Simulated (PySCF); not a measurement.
CH5MoNO2, SMILES [CH3][Mo]([NH2])(=[O])=[O], multiplicity 1. Geometry: PBE-D3(BJ)/def2-SVP. The spin state was assumed, not searched. The structure was generated by enumeration; whether it is a known compound was not checked. The def2 effective core potentials stand for the cores of Mo; spin–orbit coupling is left out. The values are those of a single conformer.

Computed equilibrium geometry at PBE-D3(BJ)/def2-SVP (PySCF confirms it by a frequency run) as Cartesian coordinates in Å, and its point group (one conformer of several):
point group Cs.
```xyz
10

Mo     0.1013     0.0443     0.0000
O      1.0371    -0.0269    -1.4214
O      1.0371    -0.0269     1.4214
N     -1.1232     1.5463     0.0000
H     -1.3642     2.0832    -0.8415
H     -1.3642     2.0832     0.8415
C     -1.0726    -1.7190     0.0000
H     -0.4025    -2.6034     0.0000
H     -1.7105    -1.7508     0.9070
H     -1.7105    -1.7508    -0.9070
```
